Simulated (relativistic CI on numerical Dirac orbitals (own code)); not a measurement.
Line list: Electric-dipole lines, Os⁷⁺

These numbers are calculated, not measured: Dirac-Coulomb-Breit CI, separate exchange-only KLI orbitals for each configuration, model QED, valence Slater integrals scaled by 0.9, P86 correlation estimate, and configurations built on the next ion tied to the tabulated ionisation energy (semi-empirical) (own radial code, finite nucleus).

CI space (outside the closed core [Kr] 4d10): 4f14 5s2 5p6 5d, 4f14 5s2 5p6 6s, 4f14 5s2 5p6 6p, 4f14 5s2 5p6 6d, 4f14 5s2 5p6 7s, 4f14 5s2 5p6 5f, 4f14 5s2 5p6 6f, 4f14 5s2 5p5 5d2, 4f14 5s2 5p6 5g, 4f14 5s2 5p4 5d3, 4f12 5s2 5p6 5d3, 4f14 5s 5p6 5d2, 4f14 5s2 5p5 5d 5f, 4f14 5s2 5p6 7p, 4f13 5s2 5p6 5d2, 4f14 5s2 5p5 6s2, 4f14 5s2 5p6 7d, 4f14 5s2 5p5 5d 6s, 4f13 5s2 5p6 6s2, 4f14 5s2 5p5 5d 5g, 4f14 5s2 5p5 6s 6p, 4f14 5s2 5p6 7f, 4f13 5s2 5p6 5d 6s, 4f13 5s2 5p6 6s 6p. Levels of other configurations are missing.

| λ vac (nm) | Lower | Upper | A (s⁻¹) | E lower (cm⁻¹) | E upper (cm⁻¹) |
| --- | --- | --- | --- | --- | --- |
| 15.908 | 4f14 5s2 5p6 5d 2D_3/2 [1] | 4f14 5s2 5p6 7f 2F°_5/2 [160] | 5.61e+10 | 0 | 628628 |
| 16.190 | 4f14 5s2 5p6 5d 2D_5/2 [2] | 4f14 5s2 5p6 7f 2F°_7/2 [161] | 1.17e+11 | 13030 | 630708 |
| 17.924 | 4f14 5s2 5p6 5d 2D_3/2 [1] | 4f14 5s2 5p6 6f 2F°_5/2 [140] | 1.01e+11 | 0 | 557908 |
| 19.017 | 4f14 5s2 5p6 5d 2D_3/2 [1] | 4f14 5s2 5p6 6f 2F°_5/2 [104] | 2.79e+10 | 0 | 525844 |
| 27.621 | 4f14 5s2 5p6 5d 2D_3/2 [1] | 4f14 5s2 5p6 5f 2F°_5/2 [6] | 1.96e+10 | 0 | 362048 |
| 28.462 | 4f14 5s2 5p6 5d 2D_5/2 [2] | 4f14 5s2 5p6 5f 2F°_7/2 [7] | 2.62e+10 | 13030 | 364381 |
| 38.705 | 4f14 5s2 5p6 5d 2D_5/2 [2] | 4f14 5s2 5p6 6p 2P°_3/2 [5] | 1.41e+10 | 13030 | 271396 |
| 40.867 | 4f14 5s2 5p6 5d 2D_3/2 [1] | 4f14 5s2 5p6 6p 2P°_1/2 [4] | 1.45e+10 | 0 | 244695 |
| 56.864 | 4f14 5s2 5p6 5f 2F°_5/2 [6] | 4f14 5s2 5p6 5g 2G_7/2 [124] | 1.50e+10 | 362048 | 537906 |
| 57.630 | 4f14 5s2 5p6 5f 2F°_7/2 [7] | 4f14 5s2 5p6 5g 2G_9/2 [123] | 1.56e+10 | 364381 | 537903 |
| 58.676 | 4f14 5s2 5p6 6p 2P°_3/2 [5] | 4f14 5s2 5p6 7s 2S_1/2 [33] | 9.89e+09 | 271396 | 441822 |
| 64.641 | 4f14 5s2 5p6 6p 2P°_1/2 [4] | 4f14 5s2 5p6 6d 2D_3/2 [16] | 1.15e+10 | 244695 | 399396 |
| 75.496 | 4f14 5s2 5p6 6p 2P°_3/2 [5] | 4f14 5s2 5p6 6d 2D_5/2 [20] | 1.01e+10 | 271396 | 403853 |
| 78.045 | 4f14 5s2 5p6 6d 2D_5/2 [20] | 4f14 5s2 5p6 6f 2F°_7/2 [115] | 7.00e+09 | 403853 | 531985 |
| 79.084 | 4f14 5s2 5p6 6d 2D_3/2 [16] | 4f14 5s2 5p6 6f 2F°_5/2 [104] | 4.19e+09 | 399396 | 525844 |
| 90.500 | 4f14 5s2 5p6 6s 2S_1/2 [3] | 4f14 5s2 5p6 6p 2P°_3/2 [5] | 3.36e+09 | 160899 | 271396 |
| 113.39 | 4f14 5s2 5p6 6d 2D_5/2 [20] | 4f14 5s2 5p6 7p 2P°_3/2 [50] | 2.58e+09 | 403853 | 492048 |
| 119.34 | 4f14 5s2 5p6 6s 2S_1/2 [3] | 4f14 5s2 5p6 6p 2P°_1/2 [4] | 1.47e+09 | 160899 | 244695 |
| 134.52 | 4f14 5s2 5p6 7p 2P°_1/2 [43] | 4f14 5s2 5p6 7d 2D_3/2 [138] | 3.01e+09 | 480268 | 554605 |
| 154.40 | 4f14 5s2 5p6 7p 2P°_3/2 [50] | 4f14 5s2 5p6 7d 2D_5/2 [139] | 2.61e+09 | 492048 | 556816 |

Terms are leading LS components. Brackets give the number of a level in order of energy, since labels repeat. The list gives strong lines, with weight on those to low levels, without configurations that were not tied to measured data, without lines whose two gauges differ by over a factor of 2.5, among the lowest 300 of 1912 levels, so that lines to higher ones, which can be the strongest, are missing. Levels whose partners in the same complex of configurations lie outside the list can be far off, and so can their lines. Rates are taken at the computed energies, electric ones in the length gauge.

Configurations that consist of the next ion and one excited electron were tied to the tabulated ionisation energy; Rydberg ones are usually within 1,000 to 3,000 cm⁻¹ and the lowest ones within about 6,000 (9,000 in d shells), while levels on excited terms of the next ion carry the error of that term, and the other configurations can be misplaced by 10,000 cm⁻¹ or more. Rates follow the energies as ν³ (E1, M1) or ν⁵ (E2), so rates, branching and lifetimes can be off by large factors. Levels and lines within the n = 5 or 6 shells can be off by up to 10 % or somewhat more, and those that change n by about 2 %, since core polarisation is missing. Levels that differ in their count of f electrons can be misplaced by several ten thousand cm⁻¹, since the correlation energy of f electrons is missing or only estimated; rates across such gaps can be off by orders of magnitude.

LS names give the leading component of a level, which can be under half, so a name can repeat, a term be missing and a line seem to break the LS rules.
